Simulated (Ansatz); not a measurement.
System: C$_{4}$H$_{5}$OSi, charge -1, multiplicity 1. It need not be the lowest isomer of its formula. Whether it binds its extra electron was not tested at this geometry. 
Geometry from a B3LYP-D3(BJ)/def2-TZVP (Ansatz, a program for electronic structure) optimisation:
SMILES: [SiH2-]c1ccoc1
```xyz
11

Si     2.0858    -0.6129    -0.4051
C      0.2663    -0.0675    -0.0073
C     -0.8875    -0.9391     0.0864
C     -1.9926    -0.1694     0.2358
O     -1.6564     1.1508     0.2392
C     -0.2738     1.1761     0.0942
H      2.7180     0.7690    -0.1624
H      2.4084    -1.1518     0.9992
H     -0.8675    -2.0174     0.0345
H     -3.0425    -0.3878     0.3441
H      0.1586     2.1618     0.0881
```
Charge -1, spin multiplicity 1.

Basis-set convergence of Hartree-Fock and MP2 correlation energies (hartree) with Ansatz. Valence correlation only, unless marked. No spin-orbit coupling. No relativistic terms. This anion needs diffuse functions, which these sets lack.

The Hartree-Fock reference is unstable (checked in the largest basis), which strains HF and MP2. 

```csv
basis,functions,E(HF),"E(corr, MP2)"
cc-pV(D+d)Z,118,-518.12961,-0.81580
cc-pV(T+d)Z,259,-518.20526,-1.00425
cc-pV(Q+d)Z,489,___,___
```

What belongs in the gaps?


- cc-pV(Q+d)Z, E(HF): -518.22622
- cc-pV(Q+d)Z, E(corr, MP2): -1.07225
